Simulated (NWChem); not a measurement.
**Correlation energy of germanium monoxide (GeO)**

```xyz
2

Ge     0.0000     0.0000     0.3297
O      0.0000     0.0000    -1.3189
```
Charge 0, spin multiplicity 1.

The numbers come from NWChem runs, not from measurements. The geometry was optimised at PBE/def2-SVP, a minimum by its harmonic frequencies.

Basis set: def2-SVP. Each correlation energy counts from its own Hartree-Fock reference.

```
method        correlation energy (mHa)  difference from CCSD(T)
------------  ------------------------  -----------------------
CR-CCSD[T]                      -422.1                     +0.2
CR-CCSD(T)                      -418.0                     +4.3
MP2                             -416.8                     +5.4
SCS-MP2                         -391.3                    +31.0
CCSD+T(CCSD)                    -428.0                     -5.7
CCSD(T)                         -422.3                      0.0
CCSD                            -403.8                    +18.5
```

The values span 36.7 mHa, from CCSD+T(CCSD) (lowest) to SCS-MP2 (highest). 

The Hamiltonian is non-relativistic. The correlated methods keep 10 core orbitals frozen. Coupled-cluster values serve here as a point of comparison, not as the truth.
